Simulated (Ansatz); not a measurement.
`C[S][Zn][SH]` + HCl → `[SH][Zn][Cl]` + CH₃SH at 298.15 K and 1 bar (ligand exchange at a Zn–S bond).

Computed with Ansatz on PBE0-D4/def2-TZVP structures; ΔE is electronic, products minus reactants. CCSD(T)/CBS adds triple-zeta CCSD(T) − MP2 to the extrapolated MP2 energy (def2 sets, frozen cores). This one scheme is used for every species. For Zn outer-core shells are correlated without core-valence functions, which leaves a few kJ/mol of doubt a bond. Scalar relativity is left out up to krypton. One conformer a species, not always the lowest.

| species | CCSD(T)/CBS energy (Eh) | H − E (kJ/mol) | S (J/(mol·K)) |
| --- | --- | --- | --- |
| `C[S][Zn][SH]` | -2614.45500 | 147.8 | 366.5 |
| HCl | -460.38127 | 26.6 | 186.8 |
| `[SH][Zn][Cl]` | -2636.62673 | 42.0 | 306.5 |
| CH₃SH | -438.22835 | 133.0 | 253.2 |

H − E and S are ideal-gas, rigid-rotor, harmonic terms from PBE0-D4/def2-TZVP, for one conformer and one mirror image of each species. 1 Eh = 2625.50 kJ/mol, R = 8.31446 J/(mol·K).

Q: By hand: ΔE, ΔH, ΔS and ΔG.

A: ΔE = (-2636.62673) + (-438.22835) − (-2614.45500) − (-460.38127) = -0.01881 Eh = -49.4 kJ/mol. Δ(H − E) = 42.0 + 133.0 − 147.8 − 26.6 = 0.6, so ΔH = -48.8 kJ/mol. ΔS = 306.5 + 253.2 − 366.5 − 186.8 = 6.4 J/(mol·K). ΔG = -48.8 − 298.15 × (6.4)/1000 = -50.7 kJ/mol.

Q: By hand: the equilibrium constant, and the temperature at which ΔG would vanish if ΔH and ΔS stayed fixed.

A: log₁₀ K = −ΔG/(RT ln 10) = 8.9. ΔH and −TΔS have one sign here, so there is no such temperature.

The number of gas molecules stays the same, so ΔS is small and ΔH decides. A doubt of 5 kJ/mol in ΔE shifts log₁₀ K by 0.9 here. Other conformers and mirror images would add mixing entropy, several J/(mol·K) or more a flexible species. These are equilibria of isolated gas molecules and say nothing of rates. Largest T1 diagnostic: 0.014 (customary marks: 0.02 for closed shells, 0.045 for open ones).

ΔS is within the doubt of such terms, so its sign, and with it that verdict, could turn.
